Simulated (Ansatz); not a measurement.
Molecule: C$_{3}$H$_{9}$ClGe, net charge 0, singlet state. 
Structure (B3LYP-D3(BJ)/def2-TZVP (Ansatz, a program for electronic structure) minimum search):
```xyz
14

C     -0.7630     1.5443    -1.1209
Ge    -0.0561    -0.0714    -0.2732
C      1.6490    -0.6428    -1.0446
C     -1.3708    -1.5186    -0.1955
Cl     0.3730     0.4748     1.8163
H     -0.9988     1.3429    -2.1672
H     -1.6689     1.8681    -0.6102
H     -0.0258     2.3446    -1.0722
H      2.0411    -1.4961    -0.4927
H      1.5078    -0.9300    -2.0878
H      2.3718     0.1704    -0.9963
H     -1.6304    -1.8401    -1.2054
H     -2.2731    -1.1766     0.3097
H     -0.9607    -2.3666     0.3513
```

Wanted: atomisation energy (electronic, to ground-state atoms), in kJ/mol. Valence correlation only, unless marked. UHF or UKS for open shells. Spin-orbit coupling is left out. Frozen are the shells of the preceding noble gas and the d and f shells that filled before the atom's block. Non-relativistic. The coupled-cluster limit lacks core correlation, which all-electron functionals hold. Basis-set limits of correlation are two-point, X^-3; Hartree-Fock from the larger set.

| level | program | atomisation energy (kJ/mol) |
|---|---|---|
| PBE0/6-31G* | Ansatz | 5060.6 |
| PBE0/def2-QZVPP | Ansatz | 5077.7 |

**Question.** Predict the CCSD(T)/CBS(def2-TZVPPD,def2-QZVPPD) result (Ansatz).

**Answer.** 5089.9 kJ/mol, so PBE0/def2-QZVPP differs from it by -12.2 kJ/mol.
